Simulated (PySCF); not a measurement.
Compound: C4H2F6S.
Atom-mapped SMILES: `[F:1][C:2]([F:3])([F:4])[C:5]([F:6])([F:7])[C@:8]1([F:9])[CH2:10][S:11]1` (hydrogens: H12, H13 on C10)

Method: PBE0-D3(BJ)/def2-SVP geometry optimisation, gas phase (PySCF).

Task: Give the optimised bond lengths and angles.

Result: 
| bond | length (Å) | order |
| --- | --- | --- |
| F1–C2 | 1.333 | single |
| C2–F3, C2–F4 | 1.323 | single |
| C2–C5 | 1.548 | single |
| C5–F6 | 1.341 | single |
| C5–F7 | 1.340 | single |
| C5–C8 | 1.521 | single |
| C8–F9 | 1.347 | single |
| C8–C10 | 1.472 | single |
| C10–S11 | 1.820 | single |
| C8–S11 | 1.784 | single |
| C10–H12 | 1.095 | single |
| C10–H13 | 1.094 | single |

Bonds in one row agree within 0.01 Å and their mean is given. Orders are formal, as drawn. A selection of angles:
| angle | degrees |
| --- | --- |
| F1–C2–F3 | 108.9 |
| F1–C2–C5 | 109.4 |
| F3–C2–C5 | 111.2 |
| C2–C5–F6 | 106.9 |
| C2–C5–F7 | 107.8 |
| C2–C5–C8 | 113.3 |
| F6–C5–F7 | 109.0 |
| F6–C5–C8 | 109.6 |
| F7–C5–C8 | 110.2 |
| C5–C8–F9 | 109.9 |
| C5–C8–C10 | 120.6 |
| C5–C8–S11 | 117.5 |
| F9–C8–C10 | 117.9 |
| F9–C8–S11 | 118.4 |
| C10–C8–S11 | 67.2 |
| C8–C10–S11 | 64.6 |
| C8–C10–H12 | 115.5 |
| C8–C10–H13 | 118.8 |
| S11–C10–H12 | 115.9 |
| S11–C10–H13 | 116.2 |
| H12–C10–H13 | 116.0 |
| C8–S11–C10 | 48.2 |

Torsions: F1–C2–C5–F6 -71° (synclinal); C2–C5–C8–F9 53° (synclinal); C5–C8–C10–S11 -110° (anticlinal); C5–C8–S11–C10 114° (anticlinal).

The 3 C–C bonds span 1.472 Å (C8–C10, drawn single) to 1.548 Å (C2–C5, drawn single), a spread of 0.076 Å. The 6 C–F bonds span 1.321 Å (C2–F3, drawn single) to 1.347 Å (C8–F9, drawn single), a spread of 0.026 Å. The C–S distances run from 1.784 Å (C8–S11, drawn single) to 1.820 Å (C10–S11, drawn single), a spread of 0.036 Å. The 3-membered ring C8–C10–S11 has internal angles of 48.2° to 67.2°. Of the pairs four or more bonds apart, F3···F9 is among the closest relative to their van der Waals radii: 2.72 Å, 92 % of the sum of Bondi's values.

Point group: C1 (no symmetry element, even within 0.4 Å). Not checked by PBE0-D3(BJ)/def2-SVP frequencies. One conformer, not necessarily the lowest.
